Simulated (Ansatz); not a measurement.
The cluster CdCl4, relaxed as a singlet with RKS PBE0-D4/def2-SVP in Ansatz, starting from the GFN1-xTB geometry. Force threshold 0.02 eV/Å.

In the def2 sets Cd takes a core potential; there is no spin–orbit coupling. The restricted singlet is unstable towards broken spin symmetry at other levels; at PBE0-D4/def2-SVP this wasn't settled. In the singlet, Cl4 and Cl5 lie 2.20 Å apart, Cl2 and Cl3 lie 2.20 Å apart (atoms count from 1), so these atoms are partly bonded to each other. Another isomer (singlet) lies 3.09 eV lower at PBE0-D4/def2-TZVP; other spin states weren't run for this one.

Start:

Cartesian coordinates in Å:
```
Cd -1.910 -0.071 0.959
Cl -0.315 1.800 0.020
Cl 0.952 3.236 -0.744
Cl 1.358 -3.150 -0.427
Cl -0.085 -1.816 0.192
```

```json
{"step": "1", "energy (eV)": "-54620.8441", "largest force component (eV/Å)": "0.784", "SCF passes": "15"}
{"step": "2", "energy (eV)": "-54620.9477", "largest force component (eV/Å)": "0.146", "SCF passes": "21"}
{"step": "3", "energy (eV)": "-54620.9540", "largest force component (eV/Å)": "0.099", "SCF passes": "21"}
{"step": "4", "energy (eV)": "-54620.9703", "largest force component (eV/Å)": "0.094", "SCF passes": "20"}
{"step": "5", "energy (eV)": "-54620.9826", "largest force component (eV/Å)": "0.103", "SCF passes": "21"}
{"step": "6", "energy (eV)": "-54620.9937", "largest force component (eV/Å)": "0.105", "SCF passes": "21"}
{"step": "7", "energy (eV)": "-54621.0020", "largest force component (eV/Å)": "0.114", "SCF passes": "21"}
{"step": "8 (rejected)", "energy (eV)": "-54620.9854", "largest force component (eV/Å)": "0.237", "SCF passes": "21"}
{"step": "9", "energy (eV)": "-54621.0089", "largest force component (eV/Å)": "0.020", "SCF passes": "21"}
{"step": "10", "energy (eV)": "-54621.0128", "largest force component (eV/Å)": "0.016", "SCF passes": "21"}
{"step": "11", "energy (eV)": "-54621.0182", "largest force component (eV/Å)": "0.031", "SCF passes": "22"}
{"step": "12", "energy (eV)": "-54621.0239", "largest force component (eV/Å)": "0.049", "SCF passes": "21"}
{"step": "13", "energy (eV)": "-54621.0288", "largest force component (eV/Å)": "0.099", "SCF passes": "21"}
{"step": "14", "energy (eV)": "-54621.0338", "largest force component (eV/Å)": "0.127", "SCF passes": "22"}
{"step": "15", "energy (eV)": "-54621.0385", "largest force component (eV/Å)": "0.062", "SCF passes": "22"}
{"step": "16", "energy (eV)": "-54621.0410", "largest force component (eV/Å)": "0.082", "SCF passes": "22"}
{"step": "17", "energy (eV)": "-54621.0428", "largest force component (eV/Å)": "0.088", "SCF passes": "22"}
{"step": "18", "energy (eV)": "-54621.0440", "largest force component (eV/Å)": "0.053", "SCF passes": "22"}
{"step": "19", "energy (eV)": "-54621.0447", "largest force component (eV/Å)": "0.013", "SCF passes": "22"}
{"step": "20", "energy (eV)": "-54621.0448", "largest force component (eV/Å)": "0.003", "SCF passes": "22"}
```

Force components are those of the run's own axes.

End:

Cartesian coordinates in Å:
```
Cd -0.0174 -0.0008 0.0088
Cl -0.1664 2.5557 -0.1237
Cl -0.2879 4.7483 -0.2400
Cl 0.3134 -4.7470 0.2268
Cl 0.1584 -2.5562 0.1282
```

By distances, no bond broke or formed. The bond that changes most is Cl4–Cl5, from 2.06 to 2.20 Å (atoms count from 1).

The force fell under the threshold at step 9, but the optimiser went on and released 0.036 eV more. No frequencies were taken in this run, so the end may be a saddle point.

Run time 20 s (4 threads of Arm Neoverse V2 on a shared host).
